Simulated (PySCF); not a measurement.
[C21H14B]-: Orbital levels and atomic charges

System: [C21H14B]- (charged doped PAH), SMILES c1ccc2[b-](c1)ccc1c2ccc2c3ccccc3ccc21.

Cartesian coordinates (Å):
```
  1 C    -5.6988    0.8503   -0.0487
  2 C    -4.8582    1.9774    0.0168
  3 C    -3.4885    1.8877    0.0335
  4 C    -2.8234    0.6470   -0.0147
  5 B    -3.6858   -0.6056   -0.0869
  6 C    -5.1921   -0.4165   -0.1010
  7 C    -2.9293   -1.9248   -0.1374
  8 C    -1.5710   -1.9316   -0.1163
  9 C    -0.7696   -0.7537   -0.0483
 10 C    -1.4003    0.5287    0.0026
 11 C    -0.5521    1.6560    0.0695
 12 C     0.8071    1.5716    0.0875
 13 C     1.4662    0.3264    0.0389
 14 C     2.8986    0.2253    0.0565
 15 C     3.7575    1.3396    0.1232
 16 C     5.1229    1.2028    0.1380
 17 C     5.7127   -0.0624    0.0874
 18 C     4.9102   -1.1712    0.0223
 19 C     3.5123   -1.0532    0.0056
 20 C     2.6851   -2.1997   -0.0623
 21 C     1.3339   -2.0908   -0.0785
 22 C     0.6582   -0.8397   -0.0298
 23 H    -6.7751    1.0313   -0.0562
 24 H    -5.3227    2.9598    0.0562
 25 H    -2.9427    2.8267    0.0856
 26 H    -5.9071   -1.2386   -0.1504
 27 H    -3.4205   -2.8969   -0.1909
 28 H    -1.0635   -2.8897   -0.1532
 29 H    -0.9947    2.6413    0.1091
 30 H     1.3810    2.4861    0.1405
 31 H     3.3449    2.3364    0.1638
 32 H     5.7536    2.0815    0.1893
 33 H     6.7903   -0.1611    0.0995
 34 H     5.3435   -2.1635   -0.0179
 35 H     3.1575   -3.1744   -0.1014
 36 H     0.7599   -3.0025   -0.1320
```

Method: B3LYP/def2-SVP, gas phase, PySCF, fitting set def2-universal-JFIT up to Ne and JKFIT beyond, grid level 1.

Question: Give the orbital energies near the gap.

Answer: 
```json
{"orbital": "HOMO-4", "eV": "-3.54"}
{"orbital": "HOMO-3", "eV": "-3.47"}
{"orbital": "HOMO-2", "eV": "-2.68"}
{"orbital": "HOMO-1", "eV": "-1.93"}
{"orbital": "HOMO", "eV": "-1.32"}
{"orbital": "LUMO", "eV": "1.66"}
{"orbital": "LUMO+1", "eV": "2.05"}
{"orbital": "LUMO+2", "eV": "2.78"}
{"orbital": "LUMO+3", "eV": "3.28"}
```

Question: Give the partial charges of the non-hydrogen atoms.

Answer: 
```tsv
atom	Mulliken	IAO	Hirshfeld
C1	-0.04	-0.14	-0.08
C2	0.02	-0.19	-0.09
C3	-0.04	-0.14	-0.07
C4	0.10	-0.14	-0.10
B5	-0.46	-0.01	-0.01
C6	0.14	-0.27	-0.16
C7	0.16	-0.24	-0.14
C8	-0.10	-0.15	-0.08
C9	0.08	-0.03	-0.01
C10	0.03	0.01	0.00
C11	-0.02	-0.13	-0.05
C12	-0.07	-0.17	-0.08
C13	0.10	-0.02	-0.02
C14	0.11	0.00	0.00
C15	-0.05	-0.14	-0.05
C16	0.03	-0.16	-0.07
C17	0.02	-0.17	-0.07
C18	-0.03	-0.15	-0.06
C19	0.07	-0.01	-0.01
C20	-0.04	-0.16	-0.07
C21	-0.02	-0.13	-0.05
C22	0.07	0.00	0.00
```
